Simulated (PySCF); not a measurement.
C2H8N2Si2, SMILES N[Si@@H]1C=N[C@H]1[SiH3].

Coordinates come from a PBE0-D3(BJ)/def2-SVP optimisation. The structure was generated by enumeration; whether it is a known compound was not checked. The values are those of a single conformer.

Level of theory: SMD-M06-2X/6-31G* run with PySCF.

Solvation free energies are E(SMD) − E(gas) at the gas-phase geometry, for 1 M in both phases. In vacuum the dipole moment is 3.56 D.

```json
[
 {"solvent": "water", "ΔG(solv) (kcal/mol)": "-1.8", "its non-electrostatic (CDS) part": "5.3", "dipole (D)": "4.61"},
 {"solvent": "acetone", "ΔG(solv) (kcal/mol)": "-5.2", "its non-electrostatic (CDS) part": "1.5", "dipole (D)": "4.54"},
 {"solvent": "chloroform", "ΔG(solv) (kcal/mol)": "-4.0", "its non-electrostatic (CDS) part": "1.0", "dipole (D)": "4.29"}
]
```
